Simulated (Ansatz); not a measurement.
Tl3Cl3⁺. The state is a doublet with charge 1. Geometry PBE-D4/def2-SVP; atoms count from 1.

Cartesian coordinates in Å:
```
Tl 1.788 0.789 -2.384
Tl 1.163 -0.539 1.885
Tl -1.781 0.065 -0.402
Cl 0.359 -1.487 -1.113
Cl -1.780 -0.700 2.093
Cl 0.251 1.871 -0.080
```

In the def2 sets Tl takes a core potential; there is no spin–orbit coupling. The structure comes from a short search, and lower isomers may exist.

Problem. Estimate the Mulliken populations from the PBE0/def2-TZVP orbitals of Ansatz.

Solution. 
```json
{"atom": "Tl1", "charge (e)": "0.68", "spin (α − β)": "0.00"}
{"atom": "Tl2", "charge (e)": "0.66", "spin (α − β)": "0.00"}
{"atom": "Tl3", "charge (e)": "0.72", "spin (α − β)": "0.44"}
{"atom": "Cl4", "charge (e)": "-0.39", "spin (α − β)": "0.15"}
{"atom": "Cl5", "charge (e)": "-0.29", "spin (α − β)": "0.27"}
{"atom": "Cl6", "charge (e)": "-0.39", "spin (α − β)": "0.15"}
```
Mulliken values depend strongly on the basis.

Problem. Where does the spin sit?

Solution. Summed by element: Tl 0.44, Cl 0.56, of 1 unpaired in all. Largest on single atoms: Tl3 0.44, Cl5 0.27, Cl4 0.15.

Problem. And the Mayer bond orders between heavy atoms (over 0.3)?

Solution. Tl3–Cl4 0.49 (2.74 Å); Tl3–Cl5 0.67 (2.61 Å); Tl3–Cl6 0.49 (2.74 Å).
